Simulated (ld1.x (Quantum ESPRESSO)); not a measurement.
**rubidium (Rb): variants of one TM potential**

Base potential:

| Property | Result |
| --- | --- |
| Element | rubidium (Rb) |
| Generator | ld1.x (Quantum ESPRESSO) 7.5 |
| Type | norm-conserving Troullier–Martins (Kleinman–Bylander form) |
| Functional | PBE |
| Relativity | scalar-relativistic |
| Frozen core | [Kr] |
| Valence charge | 1 |
| Reference configuration | 4d0 5s0 5p1 |
| Partial waves | 5s (bound, empty): rc 3.10 bohr; 5p (bound): rc 3.45 bohr; 4d (bound, empty): rc 4.20 bohr |
| Local potential | all-electron potential smoothed inside 3.75 bohr (lloc = -2) |
| Core correction | a·sin(br)/r model core inside 1.70 bohr |

All-electron outer shells of the reference configuration (PBE, scalar-relativistic, ld1.x):

```tsv
shell	level (eV)	outermost node (bohr)	outermost maximum (bohr)
4s	-33.33	0.62	1.25
4p	-17.37	0.64	1.42
5s	-2.91	1.78	4.11
5p	-1.35	2.18	6.29
4d	-0.62	0.70	5.98
```

Cutoffs, loose and tight: the cutoffs (Ry, on a coarse ladder) from which the occupation-weighted sum of valence levels, in a spherical-Bessel basis at the reference potential, stays within 10 and 1 mRy of its value at 400 Ry. They do not see the model core or the augmentation charge, which bear on the density cutoff. Test errors are all-electron minus pseudo excitation energies from the reference, over the configurations 4d0 5s1 5p0; 4d0 5s0.5 5p0; 4d1 5s0 5p0; 4d0.5 5s0.5 5p0. A dash means not determined; rows that change the core or the reference have their own tests.

A true bound ghost makes a file unfit for plane-wave use even where its test errors are small: the radial tests pick states by their node count and pass the ghost by.

| change | outcome | cutoff, loose | cutoff, tight | bound ghosts | largest test error (meV) |
| --- | --- | --- | --- | --- | --- |
| base | generated | 6 Ry | 10 Ry | none | -5.7 |
| wave 5s (bound): rc 3.10 bohr becomes 5s (bound): rc 2.76 bohr | generated | 6 Ry | 10 Ry | none | -6.3 |
| wave 5s (bound): rc 3.10 bohr becomes 5s (bound): rc 3.20 bohr | generated | 6 Ry | 10 Ry | none | -5.6 |
| wave 5s (bound): rc 3.10 bohr becomes 5s (bound): rc 3.56 bohr | generated | 6 Ry | 10 Ry | none | -5.3 |
| wave 5s (bound): rc 3.10 bohr becomes 5s (bound): rc 3.86 bohr | generated | 6 Ry | 10 Ry | none | -5.2 |
| wave 5s (bound): rc 3.10 bohr becomes 5s (bound): rc 4.28 bohr | generated | 6 Ry | 10 Ry | none | -6.7 |
| wave 5s (bound): rc 3.10 bohr becomes 5s (bound): rc 4.60 bohr | generated | 6 Ry | 10 Ry | none | -3.8 |

**Question.** What comes out with this change to the base: wave 5s (bound): rc 3.10 bohr becomes 5s (bound): rc 1.94 bohr?

**Answer.** outcome: generated; cutoff, loose: 6 Ry; cutoff, tight: 10 Ry; bound ghosts: s; largest test error (meV): +75.

**Question.** What comes out with this change to the base: wave 5s (bound): rc 3.10 bohr becomes 5s (bound): rc 2.44 bohr?

**Answer.** outcome: generated; cutoff, loose: 6 Ry; cutoff, tight: 10 Ry; bound ghosts: s; largest test error (meV): -8.8.

Reading the sweep of the s radius (base included, trends over the rows without a ghost): The loose cutoff stays near 6 Ry. The median size of the test errors (rows with all tests solved) stays near 3.5 meV. Bound ghosts are found at 1.94, 2.44 bohr.
